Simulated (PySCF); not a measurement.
Working out the excitation energy of Sb

Sb [Kr] 4d10 5s2 5p3 (4S) → Sb [Kr] 4d10 5s1 5p3 5d1 (6D). Calculation: PySCF 2.14, in aug-cc-pwCVDZ-PP with ECP28MDF; scalar relativity through the core potential. Frozen: nothing. Energies in hartree (1 hartree = 27.21139 eV):

```tsv
part	Sb (lower)	Sb (upper)
UHF	-239.273470	-238.849504
MP2 opposite-spin	-0.285158	-0.227854
MP2 same-spin	-0.163413	-0.146025
```

Q: What does Hartree-Fock give?

A: (-238.849504) − (-239.273470) = 0.423966 hartree = 11.537 eV.

Q: What do MP2 and SCS-MP2 (6/5 opposite-spin, 1/3 same-spin) give?

A: The opposite-spin parts differ by 1.559 eV and the same-spin parts by 0.473 eV. MP2: 11.537 + (1.559) + (0.473) = 13.569 eV. SCS-MP2: 11.537 + 1.2 × (1.559) + (0.473)/3 = 13.565 eV.

The upper state lies above the first ionisation limit, but in LS coupling its spin forbids autoionisation to the ground ion; at this Z spin-orbit coupling breaks that rule.

A double-zeta basis recovers only part of the correlation energy.
